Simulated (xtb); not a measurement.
Mo(O)(NMe)(SH)2 (CH₅MoNOS₂), SMILES C[N]=[Mo](=[O])([SH])[SH], multiplicity 1. All values are semi-empirical tight-binding results from xtb (GFN2-xTB unless named), good for trends rather than for accurate numbers. Geometry optimised at GFN2-xTB. The spin state was assumed, not searched. The values are those of a single conformer.

Optimised geometry:

Bonded distances (Å): Mo1–O2 1.639, Mo1–N3 1.737, Mo1–S8 2.335, Mo1–S10 2.335, N3–C4 1.404, C4–H5 1.095, C4–H6 1.099, C4–H7 1.096, S8–H9 1.341, S10–H11 1.341. Bond angles (°): O2–Mo1–N3 124.6, O2–Mo1–S8 107.0, O2–Mo1–S10 106.8, N3–Mo1–S8 105.1, N3–Mo1–S10 105.2, S8–Mo1–S10 107.2, Mo1–N3–C4 166.1, N3–C4–H5 110.4, N3–C4–H6 110.8, N3–C4–H7 110.1, H5–C4–H6 108.8, H5–C4–H7 108.1, H6–C4–H7 108.7, Mo1–S8–H9 94.7, Mo1–S10–H11 94.6.

The geometry has at least one imaginary mode, so it is a saddle point at that level.

For metal compounds this method's bond lengths and energies can be far off.

| Quantity | Result |
|---|---|
| orbital gap | 2.30 eV |

Computed atomic charges and the Wiberg bond orders between heavy atoms:
charges (e) Mo1 0.73, O2 -0.51, N3 -0.34, C4 0.00, H5 0.07, H6 0.07, H7 0.07, S8 -0.24, H9 0.20, S10 -0.24, H11 0.20. Bond orders Mo1–O2 2.08, Mo1–N3 2.14, N3–C4 1.07, Mo1–S8 1.28, Mo1–S10 1.28.
